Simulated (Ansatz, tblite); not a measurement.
Cost and result up the ladder for Si₃₂H₃₈, a nanocrystal cut from hexagonal silicon (70 atoms). Charge 0, multiplicity 1. Geometry: PBE-D4/def2-SVP.

Cartesian coordinates in Å:
```
Si 5.044 0.372 -0.191
Si 4.464 0.536 2.084
Si 2.956 -3.003 1.875
Si 2.542 -0.756 2.486
Si 1.945 -0.647 4.756
Si 0.031 -1.968 5.109
Si 3.284 1.274 -1.463
Si 2.934 3.528 -0.833
Si 1.753 -2.237 -1.688
Si 1.465 -3.646 0.173
Si 1.347 0.005 -1.062
Si 0.780 0.130 1.211
Si 0.746 3.790 -0.005
Si 0.418 2.377 1.847
Si -0.744 -3.410 0.949
Si -1.148 -1.164 1.566
Si -1.730 -1.059 3.841
Si -1.780 2.617 2.649
Si -2.098 1.188 4.492
Si 0.566 -1.405 -5.245
Si 0.269 -2.848 -3.408
Si 0.160 0.833 -4.586
Si -0.414 0.921 -2.311
Si -0.781 3.172 -1.686
Si -1.931 -2.629 -2.603
Si -2.249 -4.043 -0.747
Si -2.334 -0.385 -1.973
Si -2.904 -0.249 0.301
Si -2.993 3.416 -0.928
Si -3.273 2.003 0.933
Si -4.071 0.522 -3.268
Si -4.469 2.774 -2.647
H 6.329 1.111 -0.474
H 5.247 -1.081 -0.543
H 5.593 0.054 2.963
H 4.180 1.977 2.430
H 4.380 -3.142 1.393
H 2.785 -3.896 3.080
H 3.095 -1.124 5.610
H 1.648 0.786 5.124
H 0.317 -3.378 4.655
H -0.337 -2.007 6.572
H 3.609 1.201 -2.937
H 3.936 3.924 0.225
H 3.139 4.425 -2.029
H 3.175 -2.347 -2.188
H 1.704 -5.081 -0.239
H 0.491 5.221 0.409
H 1.396 2.742 2.939
H -0.938 -4.288 2.164
H -2.996 -1.857 4.051
H -2.020 4.058 3.034
H -1.146 1.562 5.602
H -3.505 1.333 5.018
H 1.975 -1.536 -5.767
H -0.384 -1.792 -6.352
H 0.523 -4.284 -3.806
H 1.393 1.671 -4.820
H -0.961 1.420 -5.408
H -0.563 4.041 -2.905
H -2.900 -2.997 -3.704
H -2.001 -5.478 -1.144
H -3.669 -3.926 -0.248
H -4.165 -1.041 0.555
H -3.235 4.849 -0.515
H -4.691 2.120 1.444
H -3.697 0.448 -4.729
H -5.325 -0.293 -3.068
H -4.274 3.674 -3.842
H -5.895 2.923 -2.176
```

Ansatz on 11 threads of AMD EPYC 7R13 on a shared host and a whole NVIDIA H100 80GB HBM3; xTB runs through tblite on one thread. Times are rough, summed over both states, and most runs start from the orbitals of an earlier one. PBE0-D4/def2-TZVP serves as the yardstick here, not as an exact answer. The other state is a triplet.

The xTB rows come from tblite. Single mean-field runs in def2-TZVP are fitted with def2-universal-jkfit.

xTB has no spin-polarisation term.

```csv
level,functions,wall time,vertical triplet (eV),difference from PBE0-D4/def2-TZVP (eV)
GFN1-xTB,364,2.8 s,2.35,-1.45
GFN2-xTB,326,5.2 s,2.56,-1.24
PBE-D4/def2-TZVP,1412,34 s,3.16,-0.65
PBE0-D4/def2-TZVP (with forces),1412,66 s,3.80,0.00
```
